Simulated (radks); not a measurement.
Species: Ge28+. Configuration: [He] 2s2.

Calculated with a radial shooting solver on a logarithmic mesh with Libxc functionals: Dirac Kohn-Sham, BLYP, spin-unpolarised, spherical densities, finite nucleus; Fermi nuclear charge, rms radius 4.0742 fm.

Energy parts (hartree):
total: -1248.42892
kinetic: 1284.84795
electron-nucleus: -2582.83201
Hartree: 75.90186
exchange-correlation: -26.34671

Orbitals (lengths in bohr, moments of r in powers of bohr):
orbital,occ.,eigenvalue (hartree),<r^2>,<r>,<r^4>
1s1/2,2,-478.7293,0.002931,0.04672,0.00002194
2s1/2,2,-111.1197,0.04362,0.1930,0.003158

The highest occupied level is 2s1/2 at -3023.7 eV. Summed over all electrons, <r^2> = 0.09310 bohr^2, which gives a Langevin (diamagnetic) susceptibility term of -0.0737 x 10^-6 cm^3/mol. The electron density at the nucleus is 3.202e+04 e/bohr^3. For comparison, the ionisation energy in NIST's Atomic Spectra Database is 3074 eV (semi-empirical). In exact Kohn-Sham theory the highest level is minus the ionisation energy, but local and semilocal functionals leave it too shallow, through self-interaction and a potential that decays too fast; potentials with the right tail come closer. The density falls to 0.001 e/bohr^3 at r = 0.62 bohr.
